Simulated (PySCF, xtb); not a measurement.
Be(SiH3)(GeH3) (BeGeH6Si), SMILES [SiH3][Be][GeH3].

GFN2-xTB (xtb) at its own geometry gives an orbital gap of 2.90 eV and a dipole moment of 0.61 D.

The structure is a stationary point at PBE0-D3(BJ)/def2-SVP.

Problem. What does HF/def2-TZVPD (PySCF) give? (An estimate is asked for; the answer gives what the named calculation found.)

Solution. gap 10.72 eV (levels -9.92 and 0.81 eV), dipole 0.20 D.
